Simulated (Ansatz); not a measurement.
Geometry optimisation, Ansatz 0.2.0, RKS PBE/6-31G*.

Input:

```yaml
crystal:
  periodic: [false, false, false]
  atoms:
    - { symbol: B, position_ang: [0.35912, 1.80006, -0.46906] }
    - { symbol: Si, position_ang: [-0.60855, 0.18834, -0.43093] }
    - { symbol: Si, position_ang: [-0.07902, -1.70552, 0.59012] }
    - { symbol: F, position_ang: [-1.15636, -2.91478, 0.39905] }
    - { symbol: H, position_ang: [1.38195, 1.89607, 0.09922] }
    - { symbol: H, position_ang: [-0.05471, 2.72905, -1.0599] }
    - { symbol: H, position_ang: [-1.91043, -0.14656, -1.0641] }
    - { symbol: H, position_ang: [0.85676, -2.46525, 1.41638] }
basis:
  gaussian: { orbitals: "6-31G*" }
hamiltonian:
  xc: pbe
relax:
  f_tol: 0.015
  max_steps: 40
output:
  orbitals: {}
```

Command:

```bash
$ ansatz run input.yaml --threads 1 --pin off --max-ram 2048MiB --backend cpu --events-out ev --progress --plain --runs-dir out
```

Problem. Where does it end, and by what steps?

Solution. The run converged. After 12 steps the energy has fallen by 0.308 eV; H8 moved furthest, 0.86 Å.

```tsv
step	energy less start (eV)	largest force component (eV/Å)	accepted
0	0.0000	0.983	yes
1	-0.1920	0.537	yes
2	-0.2457	0.424	yes
3	-0.2588	0.431	yes
4	-0.2836	0.205	yes
5	-0.2936	0.267	yes
6	-0.2987	0.148	yes
7	-0.3056	0.083	yes
8	-0.3063	0.074	yes
9	-0.3077	0.034	yes
10	-0.3075	0.082	no
11	-0.3082	0.027	yes
12	-0.3083	0.012	yes
```

```xyz
8
Properties=species:S:1:pos:R:3
B 0.381 1.564 -0.368
Si -0.916 0.149 -0.599
Si -0.211 -1.614 0.478
F -0.917 -3.072 0.608
H 1.357 1.322 0.298
H 0.241 2.653 -0.860
H -2.220 0.034 -1.323
H 1.074 -1.654 1.248
```

Time of the run: 28 s on 1 thread of Arm Neoverse V2, on a shared host, peak memory 0.14 GiB.
